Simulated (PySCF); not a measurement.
Input of a run (PBE0-D3(BJ)/def2-SVP geometry optimisation, gas phase (PySCF 2.14.0)), started from GFN2-xTB:
```
{"job": {"xc": "PBE0", "basis": "def2-SVP", "d3": "d3bj", "grid": 2, "kind": "geom"}, "charge": 0, "multiplicity": 1}
N      3.287663    -0.947988     0.462815
C      2.191658    -0.652897     0.301959
C      0.861738    -0.253416     0.117276
N     -0.107260    -1.014769    -0.269457
C     -1.267213    -0.346913    -0.353591
C     -1.202332     0.976290    -0.022487
S      0.391054     1.417849     0.418789
H     -2.150565    -0.873050    -0.665833
H     -1.991182     1.700888    -0.014650
```

Output (energies in Eh, forces in Eh/bohr):
```
step   0  E = -660.53333051  max force = 0.032093
step   1  E = -660.53523213  max force = 0.004573
step   2  E = -660.53525968  max force = 0.001211
step   3  E = -660.53526160  max force = 0.000854
step   4  E = -660.53526490  max force = 0.000335
optimisation converged
```

Question: Summarise the run.

Answer: The energy falls by 0.053 eV over 5 energy and gradient evaluations, the largest force component goes from 0.0321 to 3.4e-04 Eh/bohr, and the atoms move by 0.021 Å rms after alignment. Among the bonds, C2–C3 and C3–S7 change most and about equally (-0.022 to +0.023 Å). Bonds longer at the end by more than 0.005 Å: 7 of 9; shorter: 1. The energy never rose by more than 1e-6 Eh on the way. The first step brought 98 % of the lowering.

Question: What are the final bond lengths?

Answer: N1≡C2 1.159 Å, C2–C3 1.424 Å, C3–N4 1.305 Å, N4–C5 1.355 Å, C5–C6 1.374 Å, C6–S7 1.708 Å, C3–S7 1.740 Å, C5–H8 1.091 Å, C6–H9 1.089 Å. Numbering counts from 1 in the input's order; the species is `c1sc(C#N)nc1`.

The run used 112 basis functions and 39 SCF cycles in all. Hardware: one thread, Intel Xeon Platinum 8259CL at 2.50 GHz (x86_64), shared host with 96 logical CPUs at a one-minute load of 18. Cost: 31 s of wall time, 0.62 GiB resident at most.

Not checked by PBE0-D3(BJ)/def2-SVP frequencies.
